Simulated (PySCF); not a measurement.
HBN (SMILES [B]=N), doublet, geometry from GFN2-xTB; DF-MP2/cc-pVTZ run with PySCF.

Here is a job for PySCF.
```python
from pyscf import gto, scf, mp

mol = gto.Mole()
mol.atom = '''
    B    -0.00000000   -0.00000000   -0.84064362
    N     0.00000000    0.00000000    0.40129173
    H     0.00000000    0.00000000    1.39417598
'''
mol.basis = 'cc-pvtz'
mol.spin = 1
mol.verbose = 4
mol.build()

mf = scf.UHF(mol)
mf = mf.density_fit(auxbasis='def2-universal-jkfit')
mf.kernel()

pt = mp.MP2(mf)
pt.kernel()
print('E(MP2) = %.10f' % pt.e_tot)
mf.analyze()
```

It wrote (shortened):

```
PySCF version 2.14.0

[INPUT] verbose = 4
[INPUT] num. atoms = 3
[INPUT] num. electrons = 13
[INPUT] charge = 0
[INPUT] spin (= nelec alpha-beta = 2S) = 1
[INPUT] symmetry False subgroup None
[INPUT] Mole.unit = angstrom
[INPUT] Symbol           X                Y                Z      unit          X                Y                Z       unit  Magmom
[INPUT]  1 B      0.000000000000   0.000000000000  -0.840643620000 AA    0.000000000000   0.000000000000  -1.588586210163 Bohr   0.0
[INPUT]  2 N      0.000000000000   0.000000000000   0.401291730000 AA    0.000000000000   0.000000000000   0.758331465753 Bohr   0.0
[INPUT]  3 H      0.000000000000   0.000000000000   1.394175980000 AA    0.000000000000   0.000000000000   2.634610771647 Bohr   0.0

nuclear repulsion = 19.8279025792792
number of shells = 24
number of NR pGTOs = 100
number of NR cGTOs = 74
basis = cc-pvtz
ecp = {}

******** <class 'pyscf.df.df_jk.DFUHF'> ********
method = DFUHF
initial guess = minao
damping factor = 0
level_shift factor = 0
DIIS = <class 'pyscf.scf.diis.CDIIS'>
diis_start_cycle = 1
diis_space = 8
diis_damp = 0
SCF conv_tol = 1e-09
SCF conv_tol_grad = None
SCF max_cycles = 50
direct_scf = False
number electrons alpha = 7  beta = 6
Set gradient conv threshold to 3.16228e-05
******** <class 'pyscf.df.df.DF'> ********
auxbasis = def2-universal-jkfit
init E= -79.7838034312125

cycle= 1 E= -79.6086877125038  delta_E= 0.175  |g|= 0.277  |ddm|= 0.886
cycle= 2 E= -79.6550848440538  delta_E= -0.0464  |g|= 0.19  |ddm|= 0.316
cycle= 3 E= -79.6725650860668  delta_E= -0.0175  |g|= 0.0504  |ddm|= 0.0899
cycle= 4 E= -79.676516668316  delta_E= -0.00395  |g|= 0.0202  |ddm|= 0.0775
cycle= 5 E= -79.677479805653  delta_E= -0.000963  |g|= 0.0134  |ddm|= 0.0297
cycle= 6 E= -79.6781748945329  delta_E= -0.000695  |g|= 0.00966  |ddm|= 0.0263
cycle= 7 E= -79.6787717126309  delta_E= -0.000597  |g|= 0.00587  |ddm|= 0.0335
cycle= 8 E= -79.6790404898832  delta_E= -0.000269  |g|= 0.00174  |ddm|= 0.0349
cycle= 9 E= -79.6790490764888  delta_E= -8.59e-06  |g|= 0.000446  |ddm|= 0.00609
cycle= 10 E= -79.6790493799291  delta_E= -3.03e-07  |g|= 0.000183  |ddm|= 0.0008
cycle= 11 E= -79.6790494276814  delta_E= -4.78e-08  |g|= 5.88e-05  |ddm|= 0.000274
cycle= 12 E= -79.6790494310521  delta_E= -3.37e-09  |g|= 9.06e-06  |ddm|= 8.41e-05
cycle= 13 E= -79.6790494311777  delta_E= -1.26e-10  |g|= 2.56e-06  |ddm|= 1.55e-05
Extra cycle  E= -79.6790494311837  delta_E= -6e-12  |g|= 1.11e-06  |ddm|= 2.17e-06
converged SCF energy = -79.6790494311837  <S^2> = 0.84288091  2S+1 = 2.0908189

******** <class 'pyscf.mp.dfump2.DFUMP2'> ********
nocc = (np.int64(7), np.int64(6)), nmo = (74, 74)
E(DFUMP2) = -79.974006175368  E_corr = -0.294956744184266
E(SCS-DFUMP2) = -79.9685735400204  E_corr = -0.289524108836631
E_corr(same-spin) = -0.074335366366717
E_corr(oppo-spin) = -0.220621377817549
E(MP2) = -79.9740061754
**** SCF Summaries ****
Total Energy =                         -79.679049431183728
Nuclear Repulsion Energy =              19.827902579279232
One-electron Energy =                 -146.706683886637080
Two-electron Energy =                   47.199731876174120
Two-electron Coulomb Energy =           58.047125868206116
DFT Exchange-Correlation Energy =      -10.847393992031996
**** MO energy ****
                             alpha | beta                alpha | beta
MO #1   energy= -15.5379784202471  | -15.5498792966536  occ= 1 | 1
MO #2   energy= -7.6535638341219   | -7.61949022108145  occ= 1 | 1
MO #3   energy= -1.10430406487684  | -1.13292169537563  occ= 1 | 1
MO #4   energy= -0.746882861113972 | -0.73385830651303  occ= 1 | 1
MO #5   energy= -0.4811289093476   | -0.454979832236575 occ= 1 | 1
MO #6   energy= -0.418624151715652 | -0.454979832236556 occ= 1 | 1
MO #7   energy= -0.418624151715629 | 0.0321501902207775 occ= 1 | 0
MO #8   energy= 0.1390203273179    | 0.163182750616426  occ= 0 | 0
MO #9   energy= 0.13902032731792   | 0.168530132621648  occ= 0 | 0
MO #10  energy= 0.162060955478792  | 0.168530132621663  occ= 0 | 0
MO #11  energy= 0.222418771512878  | 0.23191871838282   occ= 0 | 0
MO #12  energy= 0.26146074100175   | 0.353495424227454  occ= 0 | 0
MO #13  energy= 0.316401048729653  | 0.375509248347322  occ= 0 | 0
MO #14  energy= 0.316401048729654  | 0.375509248347324  occ= 0 | 0
MO #15  energy= 0.506767871754569  | 0.538379103511856  occ= 0 | 0

To work with the spin densities directly, `use mulliken_meta_spin()` only printing them here.

 ** Mulliken spin pop alpha/beta on meta-lowdin orthogonal AOs **
 ** Mulliken Spin Density (per AO)  **
spin_pop of  0 B 1s        0.00011
spin_pop of  0 B 2s        0.55344
spin_pop of  0 B 3s        0.00186
spin_pop of  0 B 4s       -0.00002
spin_pop of  0 B 2px       0.19192
spin_pop of  0 B 2py       0.19192
spin_pop of  0 B 2pz       0.44745
spin_pop of  0 B 3px      -0.00024
spin_pop of  0 B 3py      -0.00024
spin_pop of  0 B 3pz       0.00062
spin_pop of  0 B 4px      -0.00018
spin_pop of  0 B 4py      -0.00018
spin_pop of  0 B 4pz       0.00014
spin_pop of  0 B 3dxy      0.00000
spin_pop of  0 B 3dyz     -0.00091
spin_pop of  0 B 3dz^2    -0.00005
spin_pop of  0 B 3dxz     -0.00091
spin_pop of  0 B 3dx2-y2    0.00000
spin_pop of  0 B 4dxy      0.00000
spin_pop of  0 B 4dyz      0.00000
spin_pop of  0 B 4dz^2     0.00007
spin_pop of  0 B 4dxz      0.00000
spin_pop of  0 B 4dx2-y2    0.00000
spin_pop of  0 B 4f-3     -0.00000
spin_pop of  0 B 4f-2      0.00000
spin_pop of  0 B 4f-1      0.00002
spin_pop of  0 B 4f+0      0.00019
spin_pop of  0 B 4f+1      0.00002
spin_pop of  0 B 4f+2     -0.00000
spin_pop of  0 B 4f+3     -0.00000
spin_pop of  1 N 1s        0.00000
spin_pop of  1 N 2s       -0.02669
spin_pop of  1 N 3s        0.00052
spin_pop of  1 N 4s        0.00001
spin_pop of  1 N 2px      -0.18982
spin_pop of  1 N 2py      -0.18982
spin_pop of  1 N 2pz      -0.00862
spin_pop of  1 N 3px      -0.00055
spin_pop of  1 N 3py      -0.00055
spin_pop of  1 N 3pz       0.00005
spin_pop of  1 N 4px      -0.00005
spin_pop of  1 N 4py      -0.00005
spin_pop of  1 N 4pz      -0.00006
spin_pop of  1 N 3dxy      0.00000
spin_pop of  1 N 3dyz      0.00018
spin_pop of  1 N 3dz^2     0.00140
spin_pop of  1 N 3dxz      0.00018
spin_pop of  1 N 3dx2-y2   -0.00000
spin_pop of  1 N 4dxy     -0.00000
spin_pop of  1 N 4dyz      0.00001
spin_pop of  1 N 4dz^2     0.00011
spin_pop of  1 N 4dxz      0.00001
spin_pop of  1 N 4dx2-y2   -0.00000
spin_pop of  1 N 4f-3     -0.00000
spin_pop of  1 N 4f-2      0.00000
spin_pop of  1 N 4f-1     -0.00007
spin_pop of  1 N 4f+0      0.00020
spin_pop of  1 N 4f+1     -0.00007
spin_pop of  1 N 4f+2     -0.00000
spin_pop of  1 N 4f+3      0.00000
spin_pop of  2 H 1s        0.02826
spin_pop of  2 H 2s        0.00088
spin_pop of  2 H 3s        0.00004
spin_pop of  2 H 2px      -0.00034
spin_pop of  2 H 2py      -0.00034
spin_pop of  2 H 2pz       0.00001
spin_pop of  2 H 3px       0.00000
spin_pop of  2 H 3py       0.00000
spin_pop of  2 H 3pz       0.00008
spin_pop of  2 H 3dxy      0.00000
spin_pop of  2 H 3dyz      0.00002
spin_pop of  2 H 3dz^2     0.00001
spin_pop of  2 H 3dxz      0.00002
spin_pop of  2 H 3dx2-y2    0.00000
 ** Mulliken Spin Density (per atom)  **
spin density of  0 B =      1.38503
spin density of  1 N =     -0.41367
spin density of  2 H =      0.02864
 ** Mulliken pop alpha/beta on meta-lowdin orthogonal AOs **
 ** Mulliken pop       alpha | beta **
In total             7.00000 | 6.00000
 ** Mulliken atomic charges   ( Nelec_alpha | Nelec_beta ) **
charge of  0B =      0.14394  (     3.12054      1.73552 )
charge of  1N =     -0.42187  (     3.50410      3.91777 )
charge of  2H =      0.27793  (     0.37536      0.34671 )
Dipole moment(X, Y, Z, Debye): -0.00000,  0.00000,  0.13649
```
